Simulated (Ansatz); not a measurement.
SnEtH3 (C₂H₈Sn). Total charge 0; singlet. Geometry relaxed at PBE0-D4/def2-SVP.

```xyz
11

Sn   -0.8052    0.6389   -1.2555
C     0.3946    0.4497    0.5344
C     0.5968   -0.9902    0.9851
H    -0.1004    1.0466    1.3171
H     1.3583    0.9423    0.3279
H     1.2137   -1.0457    1.8976
H    -0.3599   -1.4879    1.2107
H     1.1032   -1.5949    0.2157
H    -2.3291   -0.1157   -1.0132
H    -0.0158   -0.1340   -2.5708
H    -1.0562    2.2909   -1.6490
```

In the def2 sets Sn takes a core potential; there is no spin–orbit coupling.

Problem. Estimate the harmonic wavenumbers at RKS PBE0-D4/def2-SVP (Ansatz, unscaled). Is this a minimum?

Solution. 78, 193, 223, 411, 431, 534, 693, 696, 733, 734, 961, 976, 1065, 1215, 1246, 1395, 1441, 1471, 1476, 1918, 1921, 1925, 3043, 3078, 3127, 3130, 3148 cm⁻¹. Yes, no mode is imaginary beyond noise. Zero-point energy 222.9 kJ/mol. It took 56 s on 4 threads of Arm Neoverse V2 on a shared host.
